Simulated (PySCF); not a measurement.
# Shapes and spin states of PtI2

Computed with B3LYP in PySCF with Pt def2-SVP with ECP60, I def2-SVP with ECP28; scalar-relativistic core potentials, no spin–orbit coupling; density-fitted integrals.

Relaxations began from a few typed shapes and spin states; open shells are unrestricted. The search is not exhaustive: other isomers or separated fragments can lie lower, and high-lying points may rest on an excited occupation.

```
   spin  group              bonds         angles  imaginary modes (cm⁻¹)  ΔE (kJ/mol)  ΔE with ZPE (kJ/mol)
triplet    D∞h  Pt–I 2.519 Å (×2)  I–Pt–I 180.0°                    none          0.0                   0.0
singlet    C2v  Pt–I 2.519 Å (×2)  I–Pt–I 104.2°                    none         31.5                  31.3
singlet    D∞h  Pt–I 2.514 Å (×2)  I–Pt–I 180.0°                     40i         69.9                     –
```

The lowest minimum found is the triplet D∞h: Pt–I 2.519 Å (×2); I–Pt–I 180.0°.

Formally Pt is in oxidation state +2, d8, with 2 unpaired electrons (the high-spin count). The Mulliken spin on Pt is 0.98, so most of the spin sits on the ligands and the formal count fails. The polar-tensor charge on Pt, 0.55, is far below the formal one.

For the lowest minimum: open d and f shells are described by one determinant, and the ground state may have another occupation or spin. Spin–orbit coupling, left out here, can matter for elements this heavy.

The electron or spin density has lower symmetry than the nuclear frame for the singlet D∞h at 69.9 kJ/mol.
